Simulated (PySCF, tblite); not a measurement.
Isomers of C5H6NPS, one GFN2-xTB conformer each. Single-point energies are computed at PBE0/pcSseg-1 (PySCF, gas phase, no added dispersion term), electronic only.

```
         SMILES  GFN2-xTB relative energy (kJ/mol)
S=[PH2]c1ccccn1                                0.0
     CSc1ncccp1                              109.7
```

Conformers: `[S:1]=[PH2:2][c:3]1[cH:4][cH:5][cH:6][cH:7][n:8]1` with S1–P2–C3–C4 0°; `[CH3:1][S:2][c:3]1[n:4][cH:5][cH:6][cH:7][p:8]1` with C1–S2–C3–N4 0°.

**Question.** What does PBE0/pcSseg-1 give for the same structures?

**Answer.** 
| SMILES | PBE0/pcSseg-1 E (Eh) | PBE0/pcSseg-1 (kJ/mol) | GFN2-xTB (kJ/mol) | point group |
| --- | --- | --- | --- | --- |
| S=[PH2]c1ccccn1 | -987.81478 | 0.0 | 0.0 | Cs |
| CSc1ncccp1 | -987.79469 | 52.7 | 109.7 | Cs |

Both levels put the same isomer lowest. 

**Question.** Which frontier levels, dipoles and rotational constants go with these structures?

**Answer.** 
```csv
SMILES,"HOMO (eV, PBE0/pcSseg-1)",LUMO (eV),dipole (D),"A, B, C (MHz)"
S=[PH2]c1ccccn1,-6.74,-1.67,4.72,"4063, 851.2, 708.1"
CSc1ncccp1,-6.32,-1.90,2.19,"2947, 1142, 827.5"
```

**Question.** What happens when harmonic zero-point energies from GFN2-xTB frequencies are added?

**Answer.** 
```csv
SMILES,ZPE (kJ/mol),electronic (kJ/mol),with ZPE (kJ/mol)
S=[PH2]c1ccccn1,251.0,0.0,0.0
CSc1ncccp1,256.4,52.7,58.1
```

The zero-point energies span 5.4 kJ/mol. The order is unchanged.
